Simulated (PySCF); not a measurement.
**Ionisation energy of Sn⁴⁴⁺ by level of theory**

Sn⁴⁴⁺ [He] 2s2 2p2 [2p1/2^2, M_J = 0] → Sn⁴⁵⁺ [He] 2s2 2p1 [2p1/2^1, M_J = 1/2], as a difference of total energies. Calculation: PySCF 2.14, in an uncontracted even-tempered set (17 s from 23 bohr⁻², ratio 2.4; 12 p from 30 bohr⁻², ratio 2.4; 5 d from 100 bohr⁻², ratio 2.6; 4 f from 150 bohr⁻², ratio 2.6); the two-component X2C-1e Hamiltonian. Correlated levels: nothing frozen; the 32 highest virtual spinors dropped. "Screened" scales the spin-orbit matrix elements by Boettger's factors to mimic the two-electron term; Breit and QED terms are absent.

```json
{"method": "GHF (spin-free)", "ionisation energy (eV)": "7399.4"}
{"method": "GMP2 (spin-free)", "ionisation energy (eV)": "7399.1"}
{"method": "GHF (screened spin-orbit)", "ionisation energy (eV)": "7549.4"}
{"method": "GMP2 (screened spin-orbit)", "ionisation energy (eV)": "7551.7"}
```

Question: How much does correlation contribute at GMP2 (screened spin-orbit)?

Answer: 7551.7 − (7549.4) = 2.3 eV, measured against GHF (screened spin-orbit).

For this ion Breit and QED terms and the two-electron picture change, all absent here, outweigh the correlation shift from GHF to GMP2.

The spin-free rows relax to the high-spin LS determinant and lack the spin-orbit shift.

The labels give the starting determinants; with spin-orbit coupling the two ends relaxed to ⟨J²⟩ = 0.00, ⟨L²⟩ = 1.33, ⟨S²⟩ = 1.33 and ⟨J²⟩ = 0.75, ⟨L²⟩ = 2.00, ⟨S²⟩ = 0.75.

For comparison: 7531 ± 8 eV (semi-empirical (NIST evaluation); NIST Atomic Spectra Database, ionization energies).
